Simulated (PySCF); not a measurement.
C2H5BBrCl.

```xyz
10

B      0.0448    -0.1585    -0.3156
Cl     0.5001     0.9810    -1.5748
Br    -0.2372     0.5266     1.4669
C     -0.1343    -1.6878    -0.5914
C      0.0908    -2.1824    -2.0224
H     -1.1479    -1.9554    -0.2349
H      0.5337    -2.2136     0.1183
H      1.1124    -1.9596    -2.3675
H     -0.6007    -1.6963    -2.7280
H     -0.0605    -3.2702    -2.0985
```
Charge 0, spin multiplicity 1.

Coordinates come from a B3LYP-D3(BJ)/def2-SVP optimisation. The values are those of a single conformer.

Method: B3LYP/pcSseg-1 (PySCF). Non-relativistic, no solvent.

**Question.** Give the absolute GIAO shielding of each atom: isotropic value and principal components (ppm). (An estimate is asked for; the answer gives what the named calculation found.)

**Answer.** 
```csv
atom,σ(iso),σ11,σ22,σ33,span
B1,20.7,-28.6,20.8,69.9,98.4
Cl2,625.2,306.1,663.7,905.8,599.8
Br3,2061.5,1407.3,2341.4,2435.8,1028.5
C4,150.5,127.0,150.6,173.8,46.8
C5,167.4,159.0,165.4,177.8,18.8
H6,29.7,24.4,31.2,33.4,9.0
H7,29.7,24.5,31.2,33.4,9.0
H8,30.2,26.1,29.1,35.5,9.4
H9,30.2,26.1,29.1,35.5,9.4
H10,30.3,25.2,28.1,37.6,12.4
```
